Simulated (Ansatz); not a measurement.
Ansatz (a first-principles code) input (CCSD(T)/aug-cc-pVDZ):

Ansatz 0.2 input:
```yaml
crystal:
  periodic: [false, false, false]
  atoms:
    - {symbol: C, position_ang: [-2.27486008, -0.51736437, -1.03478591]}
    - {symbol: C, position_ang: [-1.64988732, 0.21539019, 0.16517997]}
    - {symbol: C, position_ang: [-0.34875673, -0.35784894, 0.59890388]}
    - {symbol: C, position_ang: [0.93184616, 0.37681533, 0.44359211]}
    - {symbol: C, position_ang: [1.35612331, 0.52540917, -1.02466243]}
    - {symbol: O, position_ang: [1.92803086, -0.32468170, 1.19068545]}
    - {symbol: H, position_ang: [-2.43113331, -1.57270680, -0.80410268]}
    - {symbol: H, position_ang: [-3.24118476, -0.08177839, -1.29837853]}
    - {symbol: H, position_ang: [-1.62453084, -0.46209101, -1.90931701]}
    - {symbol: H, position_ang: [-2.36666892, 0.17968772, 0.99588294]}
    - {symbol: H, position_ang: [-1.52729365, 1.27438447, -0.08216508]}
    - {symbol: H, position_ang: [-0.29817783, -1.37757272, 0.96022045]}
    - {symbol: H, position_ang: [0.80928359, 1.39243189, 0.85813628]}
    - {symbol: H, position_ang: [2.28373772, 1.10090834, -1.10074810]}
    - {symbol: H, position_ang: [0.59173285, 1.05150471, -1.59898499]}
    - {symbol: H, position_ang: [1.51362120, -0.45833453, -1.46863825]}
    - {symbol: H, position_ang: [2.77957512, 0.09661156, 1.03324575]}
basis:
  gaussian:
    orbitals: aug-cc-pVDZ
magnetization: {spin_polarized: true, initial_magnetization: 1}
correlation: {method: ccsd_t, electrons: outside_noble_gas}
output: {forces: true}
```

End of the output:

```
mean field evaluation 2: about -7356.9050 eV, gradient 3.3e1 eV
mean field evaluation 4: about -7363.1334 eV, gradient 3.8e0 eV
mean field evaluation 8: about -7363.2693 eV, gradient 2.2e-1 eV
mean field evaluation 16: about -7363.2527 eV, gradient 1.3e0 eV
mean field -7363.27019156 eV, -270.5951885359 hartree, gradient 2.6e-6 eV, S^2 0.764363; 0 other end points of the search recorded, 0 dependent functions left out
6 core orbitals not correlated
reference -7363.27019156 eV, -270.5951885359 hartree; 19, 18 occupied and 212, 213 virtual orbitals, 2332 factors
densities: 26.07 GiB planned
second order -25.04666352 eV of doubles, -0.00000000 eV of singles
coupled cluster: 18.01 GiB planned
cycle   1  -26.24928249 eV  change    -1.2e0 eV  update   1.1e-1
cycle   2  -26.90360936 eV  change   -6.5e-1 eV  update   3.2e-2
cycle   3  -27.05512012 eV  change   -1.5e-1 eV  update   1.6e-2
cycle   4  -27.05701167 eV  change   -1.9e-3 eV  update   5.1e-3
cycle   5  -27.05525620 eV  change    1.8e-3 eV  update   2.4e-3
cycle   6  -27.05550559 eV  change   -2.5e-4 eV  update   9.7e-4
cycle   7  -27.05537481 eV  change    1.3e-4 eV  update   4.0e-4
cycle   8  -27.05533798 eV  change    3.7e-5 eV  update   1.7e-4
cycle   9  -27.05536095 eV  change   -2.3e-5 eV  update   8.0e-5
cycle  10  -27.05534112 eV  change    2.0e-5 eV  update   3.5e-5
cycle  11  -27.05533137 eV  change    9.8e-6 eV  update   1.6e-5
cycle  12  -27.05534391 eV  change   -1.3e-5 eV  update   7.0e-6
cycle  13  -27.05534881 eV  change   -4.9e-6 eV  update   3.0e-6
perturbative correction -0.88385874 eV, -0.0324812095 hartree
the calculation of the forces begins
1.16 GiB of device memory are held for the factors and their scratch space
Total energy: -7391.20939910 eV, -271.6219354754 hartree
Atom 0 at    -2.274860    -0.517364    -1.034786 Å, force     0.063656     0.057746     0.095723 eV/Å
Atom 1 at    -1.649887     0.215390     0.165180 Å, force    -0.214298     0.033862    -0.108030 eV/Å
Atom 2 at    -0.348757    -0.357849     0.598904 Å, force     0.038167    -0.158383     0.072379 eV/Å
Atom 3 at     0.931846     0.376815     0.443592 Å, force     0.196024     0.253607    -0.151688 eV/Å
Atom 4 at     1.356123     0.525409    -1.024662 Å, force    -0.033950    -0.038486     0.109040 eV/Å
Atom 5 at     1.928031    -0.324682     1.190685 Å, force     0.101989    -0.388691     0.304456 eV/Å
Atom 6 at    -2.431133    -1.572707    -0.804103 Å, force    -0.067189    -0.472415     0.120905 eV/Å
Atom 7 at    -3.241185    -0.081778    -1.298379 Å, force    -0.418754     0.196339    -0.110843 eV/Å
Atom 8 at    -1.624531    -0.462091    -1.909317 Å, force     0.309675     0.036770    -0.396944 eV/Å
Atom 9 at    -2.366669     0.179688     0.995883 Å, force    -0.281502    -0.019600     0.337727 eV/Å
Atom 10 at    -1.527294     1.274384    -0.082165 Å, force     0.068335     0.469748    -0.120248 eV/Å
Atom 11 at    -0.298178    -1.377573     0.960220 Å, force     0.025271    -0.501917     0.177942 eV/Å
Atom 12 at     0.809284     1.392432     0.858136 Å, force    -0.052738     0.372657     0.164822 eV/Å
Atom 13 at     2.283738     1.100908    -1.100748 Å, force     0.391834     0.244985    -0.020193 eV/Å
Atom 14 at     0.591733     1.051505    -1.598985 Å, force    -0.369725     0.252311    -0.243741 eV/Å
Atom 15 at     1.513621    -0.458335    -1.468638 Å, force     0.068901    -0.458139    -0.183826 eV/Å
Atom 16 at     2.779575     0.096612     1.033246 Å, force     0.174304     0.119605    -0.047481 eV/Å
Dipole moment:     0.004240     0.266556    -0.233209 e Å
```

It need not be the lowest isomer of its formula.
